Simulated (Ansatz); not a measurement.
A nudged elastic band was laid between two geometries of BClH5NO (9 atoms, charge 0, multiplicity 1).

Computed with RKS PBE-D4/6-31G* (Ansatz).

* movable images: 7
* climbing image: yes
* spring: 5.0 eV/Å²
* optimiser: quadratic models (default)
* start path: through a guess of the saddle point
* force threshold: 0.05 eV/Å
* iteration limit: 60
* end points: relaxed

Image 0:

```xyz
9
Properties=species:S:1:pos:R:3
B -0.033 0.161 0.121
Cl 0.329 -0.811 1.706
H 0.944 0.267 -0.592
O -1.231 -0.196 -0.538
H -1.806 -0.698 0.070
N -0.242 1.725 0.747
H -0.540 2.359 -0.007
H 0.629 2.085 1.159
H -0.965 1.732 1.480
```

Image 8:

```xyz
9
Properties=species:S:1:pos:R:3
B -0.281 0.466 -0.381
Cl 0.137 0.290 3.364
H 0.715 -0.077 -0.794
O -1.549 0.042 -0.684
H -1.526 -0.763 -1.231
N -0.155 1.581 0.520
H -0.973 2.168 0.697
H 0.715 2.112 0.536
H -0.001 0.804 2.121
```

What changes between the two ends?

Bonds broken: B1–Cl2, N6–H9. Bonds formed: Cl2–H9. BClH5NO becomes BH4NO + ClH.

What energy profile does the band end with?

The run converged. The highest image is number 5 of 0 to 8, 17.5 kcal/mol above the first end and 8.9 kcal/mol above the last; the last end lies 8.5 kcal/mol above the first. A vibrational analysis at the climbing image gives one clearly imaginary mode, 442i cm⁻¹: a first-order saddle point. The orbitals stay closed-shell, which can raise the energy where a bond breaks towards radicals; this wasn't checked here.

```
image  path coordinate (Å)  energy (kcal/mol)  B1–Cl2 (Å)  N6–H9 (Å)  Cl2–H9 (Å)
    0                 0.00                0.0        1.89       1.03        2.86
    1                 0.69                0.0        1.91       1.03        2.91
    2                 1.37                0.0        1.92       1.03        2.74
    3                 2.06                0.9        1.92       1.03        2.59
    4                 2.74                6.3        2.11       1.04        2.10
    5                 3.43               17.5        2.74       1.19        1.70
    6                 3.95               11.1        3.11       1.66        1.38
    7                 4.46                8.9        3.50       1.80        1.35
    8                 4.98                8.5        3.77       1.79        1.35
```

What is the geometry of the highest image?


```xyz
9
Properties=species:S:1:pos:R:3
B -0.214 0.383 -0.082
Cl 0.013 -0.293 2.566
H 0.812 -0.149 -0.397
O -1.463 0.048 -0.493
H -1.482 -0.847 -0.880
N -0.157 1.724 0.652
H -1.023 2.275 0.600
H 0.666 2.308 0.472
H -0.065 1.175 1.709
```

What are the harmonic wavenumbers there?

442i, 152, 336, 372, 404, 451, 609, 819, 886, 929, 1008, 1054, 1191, 1384, 1432, 1516, 1648, 2668, 3414, 3518, 3700 cm⁻¹.

Run time: 3.9 min on 1 thread of Arm Neoverse V2, on a shared host, peak memory 0.12 GiB.
